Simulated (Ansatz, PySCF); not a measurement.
C3H10OSeSi (SMILES CO[Si](C)(C)[SeH]), singlet, at a GFN2-xTB geometry, with bond 14-5 at 1.4 times its length. Base run: CASSCF(2,3)/STO-3G (PySCF).

PySCF was given this input:
```python
from pyscf import gto, scf, mcscf
import numpy

mol = gto.Mole()
mol.atom = '''
    C     1.451617   -0.702272   -2.015352
    O     0.173751   -0.986684   -1.526146
    Si   -0.696138   -0.165647   -0.432782
    C    -1.458727    1.444458   -1.115287
    C    -1.979813   -1.412572    0.186046
    Se    0.785461    0.439035    1.265790
    H     1.404739    0.078139   -2.778002
    H     1.855421   -1.615222   -2.452943
    H     2.111506   -0.368941   -1.207964
    H    -2.059615    1.239665   -1.996090
    H    -2.099121    1.922522   -0.380687
    H    -0.689104    2.159959   -1.393768
    H    -2.546393   -1.817564   -0.644239
    H    -2.954214   -0.744729    1.139647
    H    -1.510530   -2.239955    0.707924
    H    -0.219291    0.884605    2.177395
'''
mol.basis = 'sto-3g'
mol.charge = 0
mol.spin = 0
mol.verbose = 4
mol.build()

mf = scf.RHF(mol)
mf.kernel()
mc = mcscf.CASSCF(mf, 3, 2)
mc.fix_spin_(ss=0.0)
mc.kernel()
occ = numpy.linalg.eigvalsh(mc.fcisolver.make_rdm1(mc.ci, mc.ncas, mc.nelecas))[::-1]
ss = mc.fcisolver.spin_square(mc.ci, mc.ncas, mc.nelecas)[0]
print('natural occupations', occ.round(4), ' <S^2>', round(ss, 4))
```

Programs used: Ansatz (a program for electronic structure), PySCF; a row that names a program was run with it.

The base run was repeated with changes; each row names its change, and settings that it needs were set with it.

```csv
change,ΔE vs base (mEh),natural occupations,<S^2> of the state
base,0.000,1.98 0.02 0.00,0.00
fix_spin_ = off,0.000,1.98 0.02 0.00,0.00
start = MP2 natural orbitals,-25.769,1.92 0.08 0.00,0.00
"code = ansatz; correction = SC-NEVPT2, all electrons",-262.8,-,-
orbitals = fixed (CASCI); correction = SC-NEVPT2,-245.8,2.00 0.00 0.00,0.00
"active space = 2 electrons, 4 orbitals",1.165,1.98 0.02 0.00 0.00,0.00
state_average = 2 states,19.192,-,-
orbitals = fixed (CASCI),13.362,2.00 0.00 0.00,0.00
solver = newton,0.000,1.98 0.02 0.00,0.00
"active space = 8 electrons, 9 orbitals",-52.808,1.98 1.98 1.98 1.97 0.03 0.03 0.02 0.01 0.00,0.00
code = ansatz,-25.741,-,-
```

Active orbitals are taken around the Fermi level unless the row says otherwise; CASSCF can end in different local minima, and two programs can end on different orbitals. State-averaged rows give the lowest state.
